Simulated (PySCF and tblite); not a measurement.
Results of a calculation; reference values are marked as such.
C₆H₁₈S₃Si₃, numbered as in [CH3:1][Si:2]1([CH3:3])[S:4][Si:5]([CH3:6])([CH3:7])[S:8][Si:9]([CH3:10])([CH3:11])[S:12]1.

Conformers came from 60 starts (ETKDG, MMFF94s, GFN2-xTB); geometries are GFN2-xTB. Energies: B3LYP-D3(BJ)/6-31G*, with GFN2-xTB thermal terms (modes under about 100 cm⁻¹ blended into free rotors). Symmetry numbers and mirror images are counted. Conformers within 3 kcal/mol (GFN2-xTB free energy) were kept, 10 at most. (PySCF 2.14, tblite 0.8.)

Rotational constants are equilibrium values for the commonest isotopes; dipoles come from the energy level named.

The 6-ring runs over atoms 2–4–5–8–9–12. Of a mirror pair one member is shown.

```
conformer                                                          shape   symmetry  weight %
        1  6-ring twist-boat (ring torsions 73, -36, -36, 73, -33, -33°)  C2 (pair)      99.6
        2                               6-ring chair (C3, C7, C11 axial)  C3 (pair)       0.4
```

Sets of constants, in random order:

```
set  A (MHz)  B (MHz)  C (MHz)  abs μa (D)  abs μb (D)  abs μc (D)
  P      465      465      306        0.00        0.00        2.90
  Q      484      470      322        1.08        0.00        0.00
```

Problem. Match each set to its conformer.

Solution. P is conformer 2, Q is conformer 1.


Conformer gaps in 6-31G* on xTB geometries can be 2 kcal/mol off for S=O, P=O and other polar bonds.